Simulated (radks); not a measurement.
All-electron atom: B I in [He] 2s2 2p1.

All-electron calculation, scalar-relativistic Kohn-Sham, exchange-only r2SCAN, spin-unpolarised, spherical densities, finite nucleus; meta-GGA in the generalised Kohn-Sham scheme; Fermi nuclear charge, rms radius 2.406 fm. Program: a radial shooting solver on a logarithmic mesh with Libxc functionals.

Energy parts (eV):
total: -666.508
kinetic: 666.898
electron-nucleus: -1545.902
Hartree: 312.737
exchange: -100.241

Orbitals (lengths in bohr, moments of r in powers of bohr):
| orbital | occ. | eigenvalue (eV) | <r^4> | <r^2> |
|---|---|---|---|---|
| 1s | 2 | -183.6300 | 0.05685 | 0.1457 |
| 2s | 2 | -9.3921 | 42.52 | 4.688 |
| 2p | 1 | -2.6808 | 137.9 | 7.335 |

The highest occupied level is 2p at -2.681 eV. The density falls to 0.001 e/bohr^3 at r = 3.94 bohr. The electron density at the nucleus is 73.13 e/bohr^3 (large components only). For comparison, the ionisation energy in NIST's Atomic Spectra Database is 8.298 eV (measured). In exact Kohn-Sham theory the highest level is minus the ionisation energy, but local and semilocal functionals leave it too shallow, through self-interaction and a potential that decays too fast; potentials with the right tail come closer.

Beside tabulated values, note that spin-unpolarised runs miss the spin-polarisation part of the exchange energy of open shells.
